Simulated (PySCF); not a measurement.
Ge(F)(I), SMILES [F][Ge][I] (FGeI) (CAM-B3LYP/def2-SVP optimised geometry):

```
3

Ge    -0.654    -1.264     0.000
F      1.089    -1.264     0.000
I     -1.089     1.264     0.000
```

Method: CAM-B3LYP/def2-TZVP, def2 effective core potentials past Kr (PySCF).

Question: What are the frontier orbital energies and the dipole moment?

Answer: HOMO-2 -9.24 eV, HOMO-1 -9.20 eV, HOMO -8.86 eV, LUMO -2.02 eV, LUMO+1 0.14 eV; dipole moment 2.16 D.

On the same geometry PBE/def2-TZVP, def2 effective core potentials past Kr (PySCF) gives HOMO-2 -6.99 eV, HOMO-1 -6.90 eV, HOMO -6.60 eV, LUMO -3.71 eV, LUMO+1 -1.53 eV; dipole moment 1.82 D.
